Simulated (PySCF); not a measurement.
Isomers of C5H9BNP, from PBE0-D3(BJ)/def2-SVP geometry optimisation, gas phase in PySCF 2.14.0. One conformer each, no zero-point energy, no frequencies.

Question: Which isomer lies lower at this level?
A. `[PH3+:1][BH2-:2][c:3]1[cH:4][cH:5][cH:6][cH:7][n:8]1` with P1–B2–C3–C4 180°: A = 4258, B = 1069, C = 867.7 MHz, dipole 2.28 D
B. `[PH3+:1][BH2-:2][c:3]1[cH:4][cH:5][n:6][cH:7][cH:8]1` with P1–B2–C3–C4 89°: A = 3933, B = 947.7, C = 872.9 MHz, dipole 5.67 D

Answer: A. That is `n1c(cccc1)[BH2-][PH3+]`, 4.2 kcal/mol below the other.

| SMILES | mapped SMILES | E (Eh) | relative (kcal/mol) | relative (kJ/mol) | dipole (D) |
| --- | --- | --- | --- | --- | --- |
| [PH3+][BH2-]c1ccccn1 | [PH3+:1][BH2-:2][c:3]1[cH:4][cH:5][cH:6][cH:7][n:8]1 | -616.13845 | 0.0 | 0.0 | 2.28 |
| [PH3+][BH2-]c1ccncc1 | [PH3+:1][BH2-:2][c:3]1[cH:4][cH:5][n:6][cH:7][cH:8]1 | -616.13169 | 4.2 | 17.7 | 5.67 |
